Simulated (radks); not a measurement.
All-electron atom: Rh+ in [Kr] 4d7 5s1 (not the ground configuration).

Calculated with a radial shooting solver on a logarithmic mesh with Libxc functionals: scalar-relativistic Kohn-Sham, PBE, spin-polarised, spherical densities, finite nucleus; open shells are filled with parallel spins first (spin-orbit coupling, left out, can overturn this in heavy ions); Fermi nuclear charge, rms radius 4.4945 fm.

Energy parts (hartree):
| part | energy |
|---|---|
| total | -4783.70410 |
| kinetic | 4954.15148 |
| electron-nucleus | -11528.39164 |
| Hartree | 1928.74065 |
| exchange-correlation | -138.20460 |

Orbitals (lengths in bohr, moments of r in powers of bohr; <r^-3> diverges for s and p1/2; r(max) is where P^2 peaks):
orbital	occ.	eigenvalue (hartree)	r(max)	<r^2>	<r^-3>
1s up	1	-847.0558	0.02118	0.001438	-
1s down	1	-847.0551	0.02118	0.001438	-
2s up	1	-123.1824	0.1198	0.02374	-
2s down	1	-123.1648	0.1198	0.02374	-
2p up	3	-110.4412	0.09576	0.01869	3244
2p down	3	-110.4277	0.09576	0.01869	3245
3s up	1	-22.36896	0.3514	0.1747	-
3s down	1	-22.35948	0.3515	0.1746	-
3p up	3	-18.18105	0.3446	0.1772	564.8
3p down	3	-18.17029	0.3447	0.1771	564.6
3d up	5	-11.48671	0.2914	0.1640	76.53
3d down	5	-11.47032	0.2915	0.1639	76.51
4s up	1	-3.49204	0.8816	1.085	-
4s down	1	-3.41378	0.8797	1.079	-
4p up	3	-2.31047	0.9440	1.329	89.11
4p down	3	-2.22732	0.9415	1.321	90.07
4d up	5	-0.64809	1.133	2.623	6.887
4d down	2	-0.55964	1.129	2.677	6.912
5s up	1	-0.47037	2.419	8.963	-
5s down	0	-0.40471	2.472	9.541	-

The highest occupied level is 5s up at -12.799 eV. The electron density at the nucleus is 1.238e+05 e/bohr^3 (large components only). Summed over all electrons, <r^2> = 40.76 bohr^2, which gives a Langevin (diamagnetic) susceptibility term of -32.3 x 10^-6 cm^3/mol.
